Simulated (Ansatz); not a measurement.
H3NZn (SMILES [NH2][ZnH]) moved off its minimum; all values from Ansatz (a quantum-chemistry and plane-wave program), cores frozen in correlated methods.
(charge 0, multiplicity 1)
```xyz
5

Zn    -0.2451    -0.1199    -0.3790
H     -1.1054    -0.2783    -1.6148
N      1.0867     0.1631     0.9564
H      1.2225    -0.5803     1.6648
H      0.9521     1.0245     1.6751
```

Problem. Give the forces (eV/Å), the total energy and the dipole at CCSD(T)/def2-TZVPPD.

Solution. 
| atom | Fx | Fy | Fz |
|---|---|---|---|
| Zn1 | 0.869 | 0.295 | 0.817 |
| H2 | -0.055 | -0.041 | 0.041 |
| N3 | -0.906 | 1.843 | 2.439 |
| H4 | -0.104 | 0.166 | -0.805 |
| H5 | 0.195 | -2.263 | -2.492 |
Energy -1834.7315 hartree, dipole 1.22 D.
